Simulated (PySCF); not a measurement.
**UHF on Cd⁺ (cadmium, charge +1)**

Configuration: [Kr] 4d10 5s1, 2S determinant. All numbers are calculated (PySCF 2.14, scalar relativity by spin-free X2C-1e, in ANO-RCC-VTZP (7s6p4d2f1g, 68 functions)).

* Total energy: -5590.873624 hartree
* One-electron energy: -7692.6010 hartree
* Hartree (Coulomb) energy: 2255.0400 hartree
* Exchange energy: -153.3127 hartree
* ⟨S²⟩: 0.7512
* ⟨L²⟩: 0.000
* Sum of ⟨r⟩: 30.10 bohr
* Sum of ⟨r²⟩: 38.54 bohr²
* Langevin diamagnetic susceptibility: -30.5 ×10⁻⁶ cm³/mol

| shell | electrons | mean orbital energy (eV) | rms radius, mean of both spins (bohr) |
| --- | --- | --- | --- |
| 1s α | 1 | -26851.8 | 0.0348 |
| 1s β | 1 | -26851.7 | 0.0348 |
| 2s α | 1 | -4082.4 | 0.142 |
| 2s β | 1 | -4082.4 | 0.142 |
| 2p β | 3 | -3659.2 | 0.127 |
| 2p α | 3 | -3659.1 | 0.127 |
| 3s α | 1 | -806.04 | 0.381 |
| 3s β | 1 | -805.92 | 0.381 |
| 3p α | 3 | -663.30 | 0.383 |
| 3p β | 3 | -663.27 | 0.383 |
| 3d β | 5 | -439.67 | 0.364 |
| 3d α | 5 | -439.66 | 0.364 |
| 4s α | 1 | -137.70 | 0.943 |
| 4s β | 1 | -137.47 | 0.943 |
| 4p α | 3 | -93.416 | 1.03 |
| 4p β | 3 | -93.412 | 1.03 |
| 4d α | 5 | -28.237 | 1.38 |
| 4d β | 5 | -28.079 | 1.38 |
| 5s α | 1 | -15.730 | 2.96 |

Densities and radii are taken from the X2C orbitals without a picture-change correction, which distorts them close to the nucleus.
